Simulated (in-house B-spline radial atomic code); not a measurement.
Atomic self-consistent-field run: In7+. Level of theory: Dirac-Kohn-Sham CAM-B3LYP, spherical fractional occupations, Fermi nucleus of rms radius 4.6156 fm; calculated with a B-spline radial code for spherical atoms.

Command:
```bash
python run_scf.py task.json out
```
Settings (nuclear radius in fm, mass in u):
```
Z                49
configuration    [Kr] 4d6
hamiltonian      dirac
method           camb3lyp
spin_polarised   False
nucleus          fermi
rms_radius       4.6156
atomic_mass      114.90388
speed_of_light   137.035999084
```

Output (hartree, bohr):
```
 radial grid: 66 intervals, B-splines of order 8, outer radius 13.5065 bohr

 iter        energy (Eh)    residual
    1       -5853.590188    1.00e+00
    2       -5865.126613    4.28e-01
    3       -5868.765451    1.13e-01
    4       -5869.017005    2.97e-02
    5       -5869.031141    1.43e-02
    6       -5869.035348    1.59e-03
    7       -5869.035380    1.06e-04
    8       -5869.035381    5.13e-06
    9       -5869.035381    5.07e-08

 total energy                     -5869.03538
 kinetic                            6167.6714
 electron-nucleus                 -14063.4321
 Hartree                            2182.9287
 exact exchange                      -32.3574
 exchange-correlation               -123.8460

 first-order corrections (not in the total)
   Gaunt                             4.5970
   retardation                      -0.4686
   frequency dependence             -0.0380
   self-energy                       3.1111
   Uehling                          -0.3990
   Wichmann-Kroll                    0.0079
   recoil                            0.0192

 orbital      occ     eigenvalue          <r>       <r^2>       <1/r>       r_max    small
 1s1/2      2.000     -1026.4116    0.0297112  0.00119444     51.8583     0.01922  3.23e-02
 2s1/2      2.000      -158.0943     0.128077   0.0193992     12.0051      0.1087  6.82e-03
 2p1/2      2.000      -147.6654     0.108456   0.0144563     11.9803     0.08384  6.84e-03
 2p3/2      4.000      -139.9055     0.113722   0.0157651     11.1911     0.08827  6.54e-03
 3s1/2      2.000       -33.8213      0.34775    0.138402     4.23523      0.3154  1.96e-03
 3p1/2      2.000       -29.6062     0.338816    0.133448     4.14204      0.3018  1.91e-03
 3p3/2      4.000       -28.1930     0.349812    0.142031      3.9499      0.3119  1.82e-03
 3d3/2      4.000       -20.7536     0.321454    0.122804     3.79168      0.2562  1.71e-03
 3d5/2      6.000       -20.4644     0.324964    0.125351     3.74196      0.2591  1.68e-03
 4s1/2      2.000        -8.7239     0.827159    0.771464     1.68449      0.7622  5.43e-04
 4p1/2      2.000        -7.2822     0.866957     0.85365     1.58189      0.7873  4.92e-04
 4p3/2      4.000        -7.0118     0.891641     0.90249     1.52459      0.8099  4.71e-04
 4d3/2      2.400        -4.5888      1.01236      1.1843     1.30081      0.8796  3.59e-04
 4d5/2      3.600        -4.5470      1.02123     1.20475     1.28719      0.8874  3.54e-04
```

Time taken, with all properties: 3.7 s on 1 thread of Arm Neoverse V1 (shared host).

For the Dirac Hamiltonian the kinetic term is c α·p + (β - 1)c².

Caution: exact exchange at fractional occupations of open shells leaves self-interaction of up to several eV.
